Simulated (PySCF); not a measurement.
PySCF input (M06-2X/6-31G* with LANL2DZ past Ar (5d)):

```python
from pyscf import gto, dft

mol = gto.M(
    atom='''
    Li   -0.00000000   -0.00000000   -3.55343700
    Cs    0.00000000    0.00000000    0.19382400
    ''',
    basis={'default': '6-31g*', 'Cs': 'lanl2dz'},
    ecp={'Cs': 'lanl2dz'},
    charge=1,
    spin=1,
    symmetry='C2v',
    verbose=4,
)

mf = dft.UKS(mol, xc='m062x')
mf.grids.level = 4
mf.conv_tol = 1e-9
mf.max_cycle = 100
mf.max_memory = 1500
mf.kernel()
if not mf.converged:
    mf = mf.newton()
    mf.kernel(mf.make_rdm1())
mf.dip_moment()
```

Output:

```
PySCF version 2.14.0

[INPUT] verbose = 4
[INPUT] num. atoms = 2
[INPUT] num. electrons = 11
[INPUT] charge = 1
[INPUT] spin (= nelec alpha-beta = 2S) = 1
[INPUT] symmetry C2v subgroup None
[INPUT] Mole.unit = angstrom
[INPUT] Symbol           X                Y                Z      unit          X                Y                Z       unit  Magmom
[INPUT]  1 Li     0.000000000000   0.000000000000  -3.553437000000 AA    0.000000000000   0.000000000000  -6.715022730896 Bohr   0.0
[INPUT]  2 Cs     0.000000000000   0.000000000000   0.193824000000 AA    0.000000000000   0.000000000000   0.366274276368 Bohr   0.0

nuclear repulsion = 3.81286083217582
point group symmetry = Coov, use subgroup C2v
symmetry origin: [0.00000000e+00 0.00000000e+00 2.93233364e-07]
symmetry axis x: [1. 0. 0.]
symmetry axis y: [0. 1. 0.]
symmetry axis z: [0. 0. 1.]
num. orbitals of irrep A1 = 13
num. orbitals of irrep A2 = 1
num. orbitals of irrep B1 = 6
num. orbitals of irrep B2 = 6
number of shells = 11
number of NR pGTOs = 50
number of NR cGTOs = 26
basis = {'default': '6-31g*', 'Cs': 'lanl2dz'}
ecp = {'Cs': 'lanl2dz'}

******** <class 'pyscf.dft.uks_symm.SymAdaptedUKS'> ********
method = SymAdaptedUKS
initial guess = minao
damping factor = 0
level_shift factor = 0
DIIS = <class 'pyscf.scf.diis.CDIIS'>
diis_start_cycle = 1
diis_space = 8
diis_damp = 0
SCF conv_tol = 1e-09
SCF conv_tol_grad = None
SCF max_cycles = 100
direct_scf = True
direct_scf_tol = 1e-13
number electrons alpha = 6  beta = 5
XC library pyscf.dft.libxc version 7.1.2
    S. Lehtola, C. Steigemann, M. J. T. Oliveira, and M. A. L. Marques,  SoftwareX 7, 1–5 (2018)
XC functionals = m062x
    Y. Zhao and D. G. Truhlar,  Theor. Chem. Acc. 120, 215 (2008)
    Y. Zhao and D. G. Truhlar,  Theor. Chem. Acc. 120, 215 (2008)
radial grids:
    Treutler-Ahlrichs [JCP 102, 346 (1995); DOI:10.1063/1.469408] (M4) radial grids

becke partition: Becke, JCP 88, 2547 (1988); DOI:10.1063/1.454033
pruning grids: <function nwchem_prune>
grids dens level: 4
symmetrized grids: C2v
atomic radii adjust function: <function treutler_atomic_radii_adjust>
small_rho_cutoff = 0
Freeze 0 electrons in irreps []
    11 free electrons in irreps A1 A2 B1 B2
Set gradient conv threshold to 3.16228e-05
tot grids = 61952
init E= -27.5527948580527
alpha HOMO (A1) = -0.108850359485995  LUMO (A1) = -0.035035893250021
beta  HOMO (B2) = -0.445341325412705  LUMO (A1) = -0.108850359485995

WARN: HOMO -0.108850359485995 >= LUMO -0.108850359485995

WARN: alpha-A1 HOMO -0.108850359485995 > system LUMO -0.108850359485995

WARN: beta-A1 LUMO -0.108850359485995 < system HOMO -0.108850359485995

cycle= 1 E= -27.1337170952328  delta_E= 0.419  |g|= 0.0814  |ddm|= 0.838
alpha HOMO (A1) = -0.303496435963687  LUMO (A1) = -0.154502471384072
beta  HOMO (B2) = -0.778482318993605  LUMO (A1) = -0.295711122638472
  HOMO = -0.303496435964  LUMO = -0.295711122638  gap/eV = 0.21185
cycle= 2 E= -27.1507201417466  delta_E= -0.017  |g|= 0.0146  |ddm|= 0.332
alpha HOMO (A1) = -0.298720839629257  LUMO (A1) = -0.147723188799772
beta  HOMO (B2) = -0.746928878598206  LUMO (A1) = -0.262782759329603
  HOMO = -0.298720839629  LUMO = -0.26278275933  gap/eV = 0.97792
cycle= 3 E= -27.1516151800602  delta_E= -0.000895  |g|= 0.0041  |ddm|= 0.0894
alpha HOMO (A1) = -0.297324909380194  LUMO (A1) = -0.147502907338899
beta  HOMO (A1) = -0.744890956548286  LUMO (A1) = -0.244038295401699
  HOMO = -0.29732490938  LUMO = -0.244038295402  gap/eV = 1.45000
cycle= 4 E= -27.1517003608492  delta_E= -8.52e-05  |g|= 0.00111  |ddm|= 0.0285
alpha HOMO (A1) = -0.297123385063976  LUMO (A1) = -0.146827749856516
beta  HOMO (A1) = -0.744101473072295  LUMO (A1) = -0.24606596090031
  HOMO = -0.297123385064  LUMO = -0.2460659609  gap/eV = 1.38934
cycle= 5 E= -27.151706321859  delta_E= -5.96e-06  |g|= 0.00026  |ddm|= 0.00737
alpha HOMO (A1) = -0.297083146877893  LUMO (A1) = -0.146574958266143
beta  HOMO (A1) = -0.743836926519347  LUMO (A1) = -0.245673832655066
  HOMO = -0.297083146878  LUMO = -0.245673832655  gap/eV = 1.39892
cycle= 6 E= -27.151706789819  delta_E= -4.68e-07  |g|= 7.71e-05  |ddm|= 0.00194
alpha HOMO (A1) = -0.297092351026421  LUMO (A1) = -0.14653533129767
beta  HOMO (A1) = -0.743748444263906  LUMO (A1) = -0.245810151413845
  HOMO = -0.297092351026  LUMO = -0.245810151414  gap/eV = 1.39546
cycle= 7 E= -27.151706838324  delta_E= -4.85e-08  |g|= 9.62e-06  |ddm|= 0.00083
alpha HOMO (A1) = -0.297093746465923  LUMO (A1) = -0.146528535500549
beta  HOMO (A1) = -0.743738383299493  LUMO (A1) = -0.245832841576593
  HOMO = -0.297093746466  LUMO = -0.245832841577  gap/eV = 1.39488
cycle= 8 E= -27.1517068390456  delta_E= -7.22e-10  |g|= 1.32e-06  |ddm|= 9.3e-05
alpha HOMO (A1) = -0.297094004753232  LUMO (A1) = -0.146528046803582
beta  HOMO (A1) = -0.743737910487186  LUMO (A1) = -0.245833222425674
  HOMO = -0.297094004753  LUMO = -0.245833222426  gap/eV = 1.39488
Extra cycle  E= -27.1517068390541  delta_E= -8.54e-12  |g|= 4.38e-07  |ddm|= 9.26e-06
converged SCF energy = -27.1517068390541  <S^2> = 0.7502836  2S+1 = 2.0002836

WARN: System has nonzero charge 1; the dipole moment is origin-dependent.
Location of origin: [0. 0. 0.]

Dipole moment(X, Y, Z, Debye):  0.00000,  0.00000, -2.96133
```

The dipole moment of an ion depends on the origin.

The geometry given is a B3LYP-D3(BJ)/def2-TZVP minimum of the species of charge 0 and multiplicity 1, not of this state.
